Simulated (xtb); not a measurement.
C4H10OSi, SMILES [SiH2](C)C1COC1. All values are semi-empirical tight-binding results from xtb (GFN2-xTB unless named), good for trends rather than for accurate numbers. Geometry: GFN2-xTB. This is a generated structure with no PubChem entry under its InChIKey; it may be hypothetical. One conformer was computed; it need not be the lowest.

Optimised geometry:

```xyz
16

C      2.6358     0.0510    -0.2821
Si     1.0954    -0.3978     0.7299
C     -0.4088    -0.4040    -0.4327
C     -1.7794    -0.5565     0.2374
O     -2.1633     0.7616    -0.1516
C     -0.9453     0.9669    -0.8664
H      2.8094    -0.6636    -1.0818
H      2.5450     1.0345    -0.7353
H      3.5203     0.0592     0.3467
H      1.2151    -1.7411     1.3124
H      0.8804     0.5866     1.7963
H     -0.2724    -1.0872    -1.2713
H     -2.4386    -1.3140    -0.1998
H     -1.7754    -0.6719     1.3253
H     -1.1231     1.0868    -1.9407
H     -0.4037     1.8421    -0.4945
```

Computed properties:
```json
{
 "orbital_gap": "5.52 eV",
 "dipole_moment": "2.48 D",
 "zero_point_energy": "80.4 kcal/mol",
 "G − E(el) at 298.15 K (modified RRHO)": "59.7 kcal/mol",
 "static polarisability (D4 model)": "78.8 bohr³",
 "solvation energy, GFN2-xTB/ALPB(water)": "-1.8 kcal/mol",
 "solvation energy, GFN2-xTB/ALPB(acetone)": "-6.1 kcal/mol"
}
```

Computed atomic charges and the Wiberg bond orders between heavy atoms:
charges (e) C1 -0.21, Si2 0.45, C3 -0.14, C4 0.09, O5 -0.33, C6 0.09, H7 0.04, H8 0.04, H9 0.03, H10 -0.08, H11 -0.07, H12 0.02, H13 0.02, H14 0.02, H15 0.02, H16 0.02. Bond orders C1–Si2 0.93, Si2–C3 0.86, C3–C4 1.01, C4–O5 0.98, C3–C6 1.01, O5–C6 0.98.
